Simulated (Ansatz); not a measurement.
`F[SiH2][AlH2]` + ethylene → `C=C[SiH2][AlH2]` + H–F  (formal exchange of groups at the Si–F bond)

Gas-phase electronic energies from Ansatz, PBE0-D4/def2-TZVP geometries. CBS: MP2 limit from def2 TZ/QZ plus the TZ coupled-cluster correction, frozen cores. This one scheme is used for every species. Functionals use def2-TZVPP. B3LYP here is the variant with VWN-RPA as its local correlation; programs differ in this. HSE06 is defined as in plane-wave codes. One conformer a species, not always the lowest.

Problem. Is it downhill or uphill in electronic energy at CCSD(T)/CBS, and by how much? (An estimate is asked.)

Solution. Ansatz gave: Uphill: ΔE = +116.1 kJ/mol.

Problem. What do these levels give: BLYP-D4, B3LYP-D4, HSE06-D4, PBE-QIDH, revPBE, PBE0, B3LYP, HF/def2-SVP, MP2/def2-SVP, SCS-MP2/def2-TZVPP, MP2/def2-QZVPP, SCS-MP2/def2-QZVPP? (An estimate is asked.)

Solution. Ansatz gave: BLYP-D4 119.8, B3LYP-D4 122.0, HSE06-D4 107.9, PBE-QIDH 113.6, revPBE 114.1, PBE0 113.6, B3LYP 131.5, HF/def2-SVP 131.0, MP2/def2-SVP 108.7, SCS-MP2/def2-TZVPP 121.2, MP2/def2-QZVPP 113.9, SCS-MP2/def2-QZVPP 122.2 kJ/mol.

Largest T1 diagnostic among the species: 0.012.

In def2-TZVPP, CCSD(T) changes the Hartree–Fock value by −30.6 kJ/mol (the triples alone add −5.0 kJ/mol) and MP2 by −33.3 kJ/mol. At CCSD(T), def2-SVP lies −5.8 kJ/mol from the extrapolated value and def2-TZVPP −0.7 kJ/mol. Leaving LDA and LC-ωPBE aside and taking each functional with its dispersion term where it has one, the values, not all of them listed here, spread over 27.0 kJ/mol, from revPBE-D4 to CAM-B3LYP-D4. LDA lies −7.3 kJ/mol from PBE without D4.
